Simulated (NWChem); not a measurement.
System: C2H3F3O; SMILES FC(F)(OC)F

NWChem input:

```
start job
memory heap 200 mb stack 900 mb global 1100 mb
geometry units angstroms noautoz
  C      0.026243     1.945063     0.000000
  O      0.769036     0.720931     0.000000
  C      0.035356    -0.409814     0.000000
  F     -0.773471    -0.506238    -1.088095
  F      0.872596    -1.450272     0.000000
  F     -0.773471    -0.506238     1.088095
  H     -0.608613     2.022857     0.906486
  H     -0.608613     2.022857    -0.906486
  H      0.774055     2.757229     0.000000
end
basis spherical
  C library 6-31g*
  O library 6-31g*
  F library 6-31g*
  H library 6-31g*
end
dft
  xc scan
  grid xfine
  iterations 150
  mulliken
end
task dft gradient
```

Output (shortened):

```
             Northwest Computational Chemistry Package (NWChem) 7.3.0
             --------------------------------------------------------

 CS  symmetry detected

                             Geometry "geometry" -> ""
                             -------------------------

 Output coordinates in angstroms (scale by  1.889725989 to convert to a.u.)

  No.       Tag          Charge          X              Y              Z
 ---- ---------------- ---------- -------------- -------------- --------------
    1 C                    6.0000     0.03172867     1.95263594     0.00000000
    2 O                    8.0000     0.77095925     0.72634937     0.00000000
    3 C                    6.0000     0.03399460    -0.40225760     0.00000000
    4 F                    9.0000    -0.77510934    -0.49632945    -1.08809500
    5 F                    9.0000     0.86820583    -1.44514556     0.00000000
    6 F                    9.0000    -0.77510934    -0.49632945     1.08809500
    7 H                    1.0000    -0.60289846     2.03227551     0.90648600
    8 H                    1.0000    -0.60289846     2.03227551    -0.90648600
    9 H                    1.0000     0.78189896     2.76262417     0.00000000

 Effective nuclear repulsion energy (a.u.)     278.7137804518

      Symmetry information
      --------------------

 Group name             Cs
 Group number              2
 Group order               2
 No. of unique centers     7

                                 NWChem DFT Module
                                 -----------------

 Summary of "ao basis" -> "ao basis" (spherical)
 ------------------------------------------------------------------------------
       Tag                 Description            Shells   Functions and Types
 ---------------- ------------------------------  ------  ---------------------
 C                           6-31g*                  6       14   3s2p1d
 O                           6-31g*                  6       14   3s2p1d
 F                           6-31g*                  6       14   3s2p1d
 H                           6-31g*                  2        2   2s

      Symmetry analysis of basis
      --------------------------

        a'         58
        a"         32

            General Information
            -------------------
          SCF calculation type: DFT
          Wavefunction type:  closed shell.
          No. of atoms     :     9
          No. of electrons :    50
           Alpha electrons :    25
            Beta electrons :    25
          Charge           :     0
          Spin multiplicity:     1
          Use of symmetry is: on ; symmetry adaption is: on
          Maximum number of iterations: 150
          AO basis - number of functions:    90
                     number of shells:    42
          Convergence on energy requested:  1.00D-06
          Convergence on density requested:  1.00D-05
          Convergence on gradient requested:  5.00D-04

              XC Information
              --------------
                         SCAN Method XC Functional
                  SCAN metaGGA Exchange Functional  1.000
                        SCAN Correlation Potential  1.000

             Grid Information
             ----------------
          Grid used for XC integration:  xfine
          Radial quadrature: Mura-Knowles
          Angular quadrature: Lebedev.
          Tag              B.-S. Rad. Rad. Pts. Rad. Cut. Ang. Pts.
          ---              ---------- --------- --------- ---------
          C                   0.70      100          10.0      1454
          O                   0.60      100           7.0      1454
          F                   0.50      100          11.0      1454
          H                   0.35      100          10.0      1202
          Grid pruning is: on
          Number of quadrature shells:   700
          Spatial weights used:  Erf1

      Superposition of Atomic Density Guess
      -------------------------------------

 Sum of atomic energies:        -449.68655421

      Non-variational initial energy
      ------------------------------

 Total energy =    -451.722355
 1-e energy   =   -1178.743712
 2-e energy   =     448.307577
 HOMO         =      -0.370777
 LUMO         =       0.177942

      Symmetry analysis of molecular orbitals - initial
      -------------------------------------------------

  Numbering of irreducible representations:

     1 a'          2 a"

  Orbital symmetries:

     1 a'          2 a'          3 a"          4 a'          5 a'
     6 a'          7 a'          8 a'          9 a"         10 a'
    11 a'         12 a'         13 a'         14 a"         15 a'
    16 a"         17 a'         18 a'         19 a"         20 a'
    21 a"         22 a"         23 a'         24 a'         25 a"
    26 a'         27 a'         28 a'         29 a"         30 a'
    31 a"         32 a'         33 a'         34 a'         35 a'

     ---------------------------------------------
      Total Density - Mulliken Population Analysis
     ---------------------------------------------

    Atom       Charge   Shell Charges
 -----------   ------   -------------------------------------------------------
    1 C    6     6.23   2.00  0.70  1.82  0.64  1.02  0.05
    2 O    8     8.71   2.00  0.92  3.01  0.92  1.84  0.02
    3 C    6     4.09   2.00  0.57  1.11  0.07  0.21  0.15
    4 F    9     9.53   2.00  0.94  3.42  1.02  2.14  0.01
    5 F    9     9.50   2.00  0.94  3.41  1.02  2.12  0.01
    6 F    9     9.53   2.00  0.94  3.42  1.02  2.14  0.01
    7 H    1     0.81   0.48  0.33
    8 H    1     0.81   0.48  0.33
    9 H    1     0.80   0.48  0.32

   convergence    iter        energy       DeltaE   RMS-Dens  Diis-err
 ---------------- ----- ----------------- --------- --------- ---------
 d= 0,ls=0.0,diis     1   -452.4205719014 -7.31D+02  1.82D-02  1.96D+00
 d= 0,ls=0.0,diis     2   -452.1720674017  2.49D-01  1.07D-02  5.30D+00
 d= 0,ls=0.0,diis     3   -452.6248730501 -4.53D-01  1.30D-03  3.21D-02
 d= 0,ls=0.0,diis     4   -452.6265907639 -1.72D-03  5.91D-04  9.50D-03
 d= 0,ls=0.0,diis     5   -452.6273298793 -7.39D-04  1.85D-04  9.97D-04
  Resetting Diis
 d= 0,ls=0.0,diis     6   -452.6274176353 -8.78D-05  4.66D-05  3.14D-05
 d= 0,ls=0.0,diis     7   -452.6274207225 -3.09D-06  2.60D-05  3.18D-06
 d= 0,ls=0.0,diis     8   -452.6274203185  4.04D-07  1.58D-05  7.44D-06
 d= 0,ls=0.0,diis     9   -452.6274210498 -7.31D-07  1.51D-06  6.46D-08

         Total DFT energy =     -452.627421049761
      One electron energy =    -1179.996687559339
           Coulomb energy =      500.518260534557
    Exchange-Corr. energy =      -51.862774476757
 Nuclear repulsion energy =      278.713780451778

 Numeric. integr. density =       50.000000073489

                  Occupations of the irreducible representations
                  ----------------------------------------------

                     irrep           alpha         beta
                     --------     --------     --------
                     a'               17.0         17.0
                     a"                8.0          8.0

                       DFT Final Molecular Orbital Analysis
                       ------------------------------------

 Vector   23  Occ=2.000000D+00  E=-3.567005D-01  Symmetry=a"
              MO Center= -3.0D-01, -7.6D-01, -1.5D-15, r^2= 2.0D+00
   Bfn.  Coefficient  Atom+Function         Bfn.  Coefficient  Atom+Function
  ----- ------------  ---------------      ----- ------------  ---------------
    61      0.376160  5 F  pz                45      0.301352  4 F  px
    73     -0.301352  6 F  px                65      0.256868  5 F  pz
    47     -0.230625  4 F  pz                75     -0.230625  6 F  pz
    49      0.204181  4 F  px                77     -0.204181  6 F  px
    46     -0.177037  4 F  py                74      0.177037  6 F  py

 Vector   24  Occ=2.000000D+00  E=-3.341772D-01  Symmetry=a'
              MO Center=  3.9D-01,  9.3D-01, -1.1D-15, r^2= 2.3D+00
   Bfn.  Coefficient  Atom+Function         Bfn.  Coefficient  Atom+Function
  ----- ------------  ---------------      ----- ------------  ---------------
    17      0.466116  2 O  px                21      0.325131  2 O  px
     3     -0.253767  1 C  px                46      0.170381  4 F  py
    74      0.170381  6 F  py                20      0.162523  2 O  s
    89     -0.151055  9 H  s                 32     -0.140572  3 C  py
    90     -0.119352  9 H  s                 50      0.118563  4 F  py

 Vector   25  Occ=2.000000D+00  E=-2.865225D-01  Symmetry=a"
              MO Center=  3.5D-01,  8.7D-01, -1.8D-16, r^2= 1.8D+00
   Bfn.  Coefficient  Atom+Function         Bfn.  Coefficient  Atom+Function
  ----- ------------  ---------------      ----- ------------  ---------------
    19      0.566266  2 O  pz                23      0.412062  2 O  pz
     5     -0.188109  1 C  pz                86     -0.164268  7 H  s
    88      0.164268  8 H  s                 85     -0.142652  7 H  s
    87      0.142652  8 H  s                 45      0.133682  4 F  px
    73     -0.133682  6 F  px                49      0.098260  4 F  px

 Vector   26  Occ=0.000000D+00  E= 8.831622D-02  Symmetry=a'
              MO Center=  1.8D-01,  1.5D+00,  7.0D-15, r^2= 2.5D+00
   Bfn.  Coefficient  Atom+Function         Bfn.  Coefficient  Atom+Function
  ----- ------------  ---------------      ----- ------------  ---------------
    20      1.019751  2 O  s                  8      1.007849  1 C  py
     7     -0.548239  1 C  px                34     -0.400606  3 C  s
     4      0.397078  1 C  py                22      0.371433  2 O  py
    21     -0.338855  2 O  px                86     -0.298232  7 H  s
    88     -0.298232  8 H  s                 90     -0.295794  9 H  s

 Vector   27  Occ=0.000000D+00  E= 9.774494D-02  Symmetry=a'
              MO Center= -9.2D-02,  2.0D+00, -1.0D-16, r^2= 3.8D+00
   Bfn.  Coefficient  Atom+Function         Bfn.  Coefficient  Atom+Function
  ----- ------------  ---------------      ----- ------------  ---------------
     6      2.070280  1 C  s                 90     -1.049064  9 H  s
    86     -0.906925  7 H  s                 88     -0.906925  8 H  s
     2      0.298023  1 C  s                 34     -0.267124  3 C  s
    20     -0.241604  2 O  s                 31      0.234272  3 C  px
    35      0.234774  3 C  px                22     -0.208163  2 O  py

 Vector   28  Occ=0.000000D+00  E= 1.272165D-01  Symmetry=a"
              MO Center= -3.4D-01,  1.2D+00, -7.0D-14, r^2= 3.6D+00
   Bfn.  Coefficient  Atom+Function         Bfn.  Coefficient  Atom+Function
  ----- ------------  ---------------      ----- ------------  ---------------
    86      1.118654  7 H  s                 88     -1.118654  8 H  s
     9     -0.996017  1 C  pz                37      0.470344  3 C  pz
    33      0.433338  3 C  pz                 5     -0.369784  1 C  pz
    48      0.260784  4 F  s                 76     -0.260784  6 F  s
    49      0.162904  4 F  px                77     -0.162904  6 F  px

     ---------------------------------------------
      Total Density - Mulliken Population Analysis
     ---------------------------------------------

    Atom       Charge   Shell Charges
 -----------   ------   -------------------------------------------------------
    1 C    6     6.29   2.00  0.68  2.03  0.62  0.91  0.06
    2 O    8     8.48   2.00  0.91  2.92  0.96  1.66  0.03
    3 C    6     4.90   2.00  0.70  1.77 -0.05  0.29  0.19
    4 F    9     9.31   2.00  0.94  3.30  1.05  2.01  0.02
    5 F    9     9.29   2.00  0.94  3.30  1.04  1.99  0.02
    6 F    9     9.31   2.00  0.94  3.30  1.05  2.01  0.02
    7 H    1     0.81   0.52  0.29
    8 H    1     0.81   0.52  0.29
    9 H    1     0.80   0.52  0.27

     -------------------------------------------
      Total Density - Lowdin Population Analysis
     -------------------------------------------

    Atom       Charge   Shell Charges
 -----------   ------   -------------------------------------------------------
    1 C    6     6.22   1.99  0.56  1.83  0.45  1.28  0.11
    2 O    8     8.18   1.99  0.85  2.78  0.64  1.85  0.07
    3 C    6     5.73   1.98  0.48  1.54  0.32  0.96  0.45
    4 F    9     9.11   1.99  0.94  3.18  0.82  2.14  0.03
    5 F    9     9.07   1.99  0.93  3.18  0.81  2.12  0.03
    6 F    9     9.11   1.99  0.94  3.18  0.82  2.14  0.03
    7 H    1     0.86   0.50  0.37
    8 H    1     0.86   0.50  0.37
    9 H    1     0.85   0.49  0.36

     Multipole analysis of the density
     ---------------------------------

     L   x y z        total         alpha         beta         nuclear
     -   - - -        -----         -----         ----         -------
     0   0 0 0     -0.000000    -25.000000    -25.000000     50.000000

     1   1 0 0     -0.180058     -0.090029     -0.090029      0.000000
     1   0 1 0      0.894532      0.447266      0.447266      0.000000
     1   0 0 1     -0.000000     -0.000000     -0.000000      0.000000

     2   2 0 0    -24.893114    -54.772010    -54.772010     84.650907
     2   1 1 0     -0.297331     -0.348227     -0.348227      0.399123
     2   1 0 1      0.000000      0.000000      0.000000      0.000000
     2   0 2 0    -20.527247   -130.234994   -130.234994    239.942742
     2   0 1 1      0.000000      0.000000      0.000000      0.000000
     2   0 0 2    -24.308779    -53.140471    -53.140471     81.972163

            General Information
            -------------------
          SCF calculation type: DFT
          Wavefunction type:  closed shell.
          No. of atoms     :     9
          No. of electrons :    50
           Alpha electrons :    25
            Beta electrons :    25
          Charge           :     0
          Spin multiplicity:     1
          Use of symmetry is: on ; symmetry adaption is: on
          Maximum number of iterations: 150
          AO basis - number of functions:    90
                     number of shells:    42
          Convergence on energy requested:  1.00D-06
          Convergence on density requested:  1.00D-05
          Convergence on gradient requested:  5.00D-04

              XC Information
              --------------
                         SCAN Method XC Functional
                  SCAN metaGGA Exchange Functional  1.000
                        SCAN Correlation Potential  1.000

[...]

                         DFT ENERGY GRADIENTS

    atom               coordinates                        gradient
                 x          y          z           x          y          z
   1 C       0.059958   3.689947   0.000000    0.007656  -0.007431   0.000000
   2 O       1.456902   1.372601   0.000000    0.001254   0.004330   0.000000
   3 C       0.064240  -0.760157   0.000000    0.002383  -0.002026   0.000000
   4 F      -1.464744  -0.937927  -2.056201   -0.004710  -0.000690  -0.006555
   5 F       1.640671  -2.730929   0.000000    0.004565  -0.005634   0.000000
   6 F      -1.464744  -0.937927   2.056201   -0.004710  -0.000690   0.006555
   7 H      -1.139313   3.840444   1.713010   -0.005844   0.001813   0.007331
   8 H      -1.139313   3.840444  -1.713010   -0.005844   0.001813  -0.007331
   9 H       1.477575   5.220603   0.000000    0.005250   0.008515   0.000000
```

Level: SCAN/6-31G* (spherical d). Structure relaxed at the PBE-D3(BJ)/def2-SVP level.
